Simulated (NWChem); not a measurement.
Molecule: C$_{2}$H$_{8}$AlP; SMILES [PH2][Al]([CH3])[CH3]

```xyz
12

Al     0.0094     0.4627     0.0000
C      0.0282     1.4105    -1.7162
H     -1.0033     1.6777    -2.0092
H      0.5955     2.3545    -1.6650
H      0.4430     0.8040    -2.5372
C      0.0282     1.4105     1.7162
H     -1.0033     1.6777     2.0092
H      0.4430     0.8040     2.5372
H      0.5955     2.3545     1.6650
P      0.0526    -1.8798     0.0000
H     -0.9013    -2.0237     1.0543
H     -0.9013    -2.0237    -1.0543
```
Atoms are numbered in this order, from 1.

Results from NWChem. Pople sets run with spherical d functions. All runs use the structure optimised with PBE0/def2-SVP. Core excitations by TDA in a window of 1s orbitals, non-relativistic and unshifted: absolute energies depend strongly on the exact-exchange share.

### Question
Estimate the computed values for Al K edge, PBE/6-311G**. Quantities: first 1s excitation (eV); dipole oscillator strength of the first; first state with f > 0.002 (eV); dipole oscillator strength of that state.

### Answer
```yaml
first 1s excitation (eV): 1504.7
dipole_oscillator_strength_of_the_first: 0.0041
first state with f > 0.002 (eV): 1504.7
dipole_oscillator_strength_of_that_state: 0.0041
```
